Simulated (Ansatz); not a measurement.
Si10H18S, a cluster cut from the lattice of silicon (1 of the caps SH), relaxed as a singlet with RKS PBE-D4/def2-SVP in Ansatz, starting from the GFN2-xTB geometry. Force threshold 0.03 eV/Å.

Start:

```xyz
29

Si   -1.104    1.098   -2.454
Si   -3.637    2.040    0.270
Si    1.952   -1.274   -1.488
Si    2.366   -2.767    1.954
Si   -0.635   -0.317    1.213
Si    0.380    0.326   -0.812
Si   -2.142    1.326    1.904
Si   -2.565    2.733   -1.674
Si    0.926   -1.123    2.755
Si    3.502   -2.129    0.030
S     3.083   -0.414   -3.147
H    -0.375    1.501   -3.668
H    -1.871   -0.075   -2.910
H    -4.576    3.058    0.762
H    -4.515    0.908   -0.072
H     2.032   -0.109   -3.892
H     1.236   -2.369   -2.163
H     3.304   -3.240    2.980
H     1.565   -3.967    1.661
H    -1.467   -1.485    0.829
H     1.188    1.513   -0.434
H    -1.330    2.481    2.323
H    -2.833    0.930    3.140
H    -1.775    3.943   -1.392
H    -3.501    3.172   -2.719
H     1.731    0.041    3.163
H     0.257   -1.533    4.000
H     4.464   -1.069    0.369
H     4.342   -3.198   -0.530
```

**Question.** Estimate the energy that the relaxation releases and the steps that it takes.

**Answer.** 0.61 eV, in 10 steps; 71 s on 4 threads of Arm Neoverse V1 on a shared host. The force fell under the threshold at step 6, but the optimiser went on and released 0.007 eV more. No frequencies were taken in this run, so the end may be a saddle point.

**Question.** Does the start keep its bonding and symmetry?

**Answer.** By distances, no bond broke or formed. The bond that changes most is S11–H16, from 1.32 to 1.37 Å (atoms count from 1).

**Question.** Predict the relaxed structure.

**Answer.** 
Cartesian coordinates in Å:
```
Si -1.029 1.031 -2.421
Si -3.610 1.919 0.246
Si 1.886 -1.314 -1.589
Si 2.254 -2.767 1.891
Si -0.680 -0.395 1.138
Si 0.494 0.383 -0.750
Si -2.074 1.328 1.931
Si -2.422 2.748 -1.611
Si 0.893 -1.051 2.760
Si 3.458 -1.927 0.048
S 2.980 -0.596 -3.326
H -0.287 1.465 -3.663
H -1.868 -0.170 -2.777
H -4.600 2.941 0.746
H -4.373 0.687 -0.173
H 1.873 -0.122 -3.970
H 1.019 -2.509 -1.911
H 3.193 -3.300 2.944
H 1.374 -3.899 1.426
H -1.517 -1.581 0.725
H 1.337 1.565 -0.342
H -1.205 2.518 2.249
H -2.783 0.908 3.194
H -1.560 3.903 -1.171
H -3.363 3.237 -2.683
H 1.754 0.145 3.083
H 0.203 -1.493 4.027
H 4.228 -0.702 0.467
H 4.426 -2.951 -0.487
```
Bond lengths: 11 × Si–Si 2.35 to 2.36 Å; 1 × S–Si 2.17 Å; 17 × H–Si 1.51 Å; 1 × H–S 1.37 Å.
